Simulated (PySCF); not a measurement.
# Multinuclear NMR of H12NPSi4

Atoms are numbered as in `[NH2:1][Si:2]([SiH3:3])([SiH3:4])[SiH2:5][PH2:6]`. Hydrogens are named by the atom that carries them.

Theoretical values (PySCF): GIAO PBE0/pcSseg-1 shieldings, geometry from GFN2-xTB. A single conformation, fast rotation and ring inversion assumed for equivalent nuclei, non-relativistic, gas phase.

Q: Predict the 31P NMR data.

A: 
| atoms | environment | σ (ppm) | δ (ppm) |
| --- | --- | --- | --- |
| P6 | phosphorus bonded to Si, 2 H | 624.6 | -247.3 |

Shieldings were converted by a linear fit to measured shifts: 31P (scatter 18.1 ppm rms vs H3PO4, solution or neat liquid). A few per cent of atoms miss by over 2 rms, more outside the fitted compound classes.

On a 300 MHz spectrometer 31P resonates near 121.4 MHz, so 1 ppm is 121.4 Hz.

Q: Where does 29Si resonate?

A: 
| atoms | environment | σ (ppm) | δ (ppm) |
| --- | --- | --- | --- |
| Si2 | silicon bonded to N, 3 Si | 392.1 | -42.3 |
| Si5 | silicon bonded to P, Si, 2 H | 438.1 | -80.2 |
| Si3/Si4 | silicon bonded to Si, 3 H | 460.1 | -98.2 |

Shieldings were converted by a linear fit to measured shifts: 29Si: δ = 279.94 − 0.822σ (rms 8.9 ppm, 72 shifts, 25.8 ppm with the 6 outliers that the fit left out vs TMS, solution or neat liquid). A few per cent of atoms miss by over 2 rms, more outside the fitted compound classes.

On a 600 MHz spectrometer 29Si resonates near 119.2 MHz, so 1 ppm is 119.2 Hz.

Q: What are the 15N shifts?

A: 
```json
{"atoms": "N1", "environment": "nitrogen bonded to Si, 2 H", "σ (ppm)": "271.2", "δ (ppm)": "-398.0"}
```

Shieldings were converted by a linear fit to measured shifts: 15N (scatter 6.3 ppm rms vs CH3NO2, solution or neat liquid). A few per cent of atoms miss by over 2 rms, more outside the fitted compound classes.

On a 300 MHz spectrometer 15N resonates near 30.4 MHz, so 1 ppm is 30.4 Hz.
